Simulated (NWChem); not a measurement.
**Correlation energy of F₂Si**

```xyz
3

Si     0.0000     0.0000    -0.5881
F     -1.2465     0.0000     0.4574
F      1.2465     0.0000     0.4574
```
Charge 0, spin multiplicity 1.

All runs are NWChem calculations. Structure: optimised with PBE0/def2-SVP, a minimum by its harmonic frequencies.

Basis set: STO-3G. Each correlation energy counts from its own Hartree-Fock reference.

```
method        correlation energy (mHa)  difference from CCSD(T)
------------  ------------------------  -----------------------
CCSD                             -83.0                     +9.3
CCSD+T(CCSD)                     -94.3                     -1.9
SCS-MP2                          -72.2                    +20.2
CCSD(T)                          -92.3                      0.0
CR-CCSD[T]                       -93.8                     -1.4
CR-CCSD(T)                       -91.9                     +0.4
CCSDT                            -92.8                     -0.4
MP2                              -71.0                    +21.3
```

The values span 23.3 mHa, from CCSD+T(CCSD) (lowest) to MP2 (highest). 

The correlated methods keep 7 core orbitals frozen. The structure started from a generated list of species. Coupled-cluster values serve here as a point of comparison, not as the truth.
